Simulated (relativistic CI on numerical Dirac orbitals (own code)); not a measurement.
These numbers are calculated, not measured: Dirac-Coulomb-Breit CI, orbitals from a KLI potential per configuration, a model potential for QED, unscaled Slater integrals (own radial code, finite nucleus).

The strongest absorption lines from the ground level of an ion, among the configurations computed and to levels below about 983 eV (vacuum wavelength in Å, gf): 14.615 (0.32), 15.376 (0.75), 17.297 (0.054), 18.282 (4.8), 18.421 (1.6), 18.828 (0.32), 24.237 (0.063), 24.622 (0.41).

(1) Which ion is it?
A. Xe²⁶⁺
B. Cd²⁰⁺
C. Sn²²⁺
D. Sn²⁰⁺

## Answers

(1) C. Sn²²⁺ has 28 electrons and the ground level 3p⁶3d¹⁰ ¹S0; the strongest line goes to 3p⁶3d⁹4f ¹P°1. The pattern of lines fixes the number of electrons, and along that sequence the line energies rise steadily with the charge (about as its square where n changes within one kind of shell, about linearly where n is kept but much faster in heavy ions where fine structure, which grows about as Z⁴, sets the gap, and irregularly where shells cross), which fixes Z. Configurations outside the model, such as inner-shell arrays, can give stronger lines. At this charge energies of transitions that change n are usually good to better than 1 %, and those within a shell (Δn = 0) to a few per cent.

LS names give the leading component of a level, which can be under half, so a name can repeat, a term be missing and a line seem to break the LS rules.
